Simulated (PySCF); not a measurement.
## Dipole moment and polarisability of `FC(F)=C(F)C(F)(F)C(F)(F)F`

Species: C4F8.
Cartesian coordinates in Å at the PBE0-D3(BJ)/def2-SVP level; atoms count from 1:
```xyz
12
C4F8 angstrom
F     -3.0451   -0.4900   -0.6120
C     -2.0138    0.0324   -0.0158
F     -2.3035    1.1418    0.5942
C     -0.8069   -0.5392   -0.0533
F     -0.6528   -1.6740   -0.7274
C      0.4448   -0.0395    0.5991
F      0.9292   -0.9776    1.4328
F      0.1990    1.0755    1.2990
C      1.5673    0.2904   -0.4134
F      2.6091    0.8038    0.2200
F      1.9486   -0.8012   -1.0584
F      1.1206    1.1773   -1.2949
```

Level: PBE0/def2-SVPD (PySCF), static field, nuclei fixed, core orbitals frozen in the response. The polarisability tensor in these axes (au):

```
x   67.88 -3.70  1.67
y   -3.70 51.43  2.82
z    1.67  2.82 47.08
```

Problem. What are the eigenvalues, a third of the trace, and Δα (Δα² = ½Σ(αi − αj)² over the three pairs)?

Solution. Principal values 45.24, 52.42 and 68.72 au; mean 55.46 au = 8.22 Å³ = 9.14 × 10⁻⁴⁰ C²·m²/J; Δα = 20.84 au (38 % of the mean).

Problem. What is the dipole moment, and where does it point?

Solution. (-1.05, 0.24, -0.09) D, 1.08 D in size, pointing from the negative to the positive side. Measured along this direction, the outermost atoms are F10 at the negative end and F1 at the positive end.

Problem. Form Σ f/ω² (atomic units) for the 6 lowest TDDFT singlets, given as eV and f, and set it beside the mean polarisability, which is this sum over all singlets: 6.83, 0.0040; 7.39, 0.3467; 7.56, 0.0851; 8.62, 0.0055; 8.75, 0.0032; 9.16, 0.0194.

Solution. They add up to 6.13 au, 11.0 % of the 55.46 au; the largest single term is 4.71 au, from the state at 7.39 eV. Terms in order: 0.06, 4.71, 1.10, 0.05, 0.03, 0.17 au. Higher excitations give the rest. The strengths listed sum to 0.464.

Problem. What are the principal values of the traceless quadrupole moment, Θ = ½Σq(3rr − r²1), about the centre of nuclear charge?

Solution. -2.58, 0.33, 2.26 D·Å. The values depend on the origin, since the dipole doesn't vanish. The electronic extent ⟨r²⟩ about the same centre is 1757 bohr², a root-mean-square distance of 2.26 Å for the 96 electrons.

Problem. Along which axes do the principal values lie, and how far do the nuclei extend along each?

Solution. Largest value along (0.98, -0.20, 0.05), where the nuclei span 5.31 Å; middle along (0.15, 0.85, 0.50), 3.49 Å; least along (-0.14, -0.48, 0.87), 3.42 Å. 

One conformer (not necessarily the lowest) at the PBE0-D3(BJ)/def2-SVP geometry, without solvent, vibrations or thermal averaging.
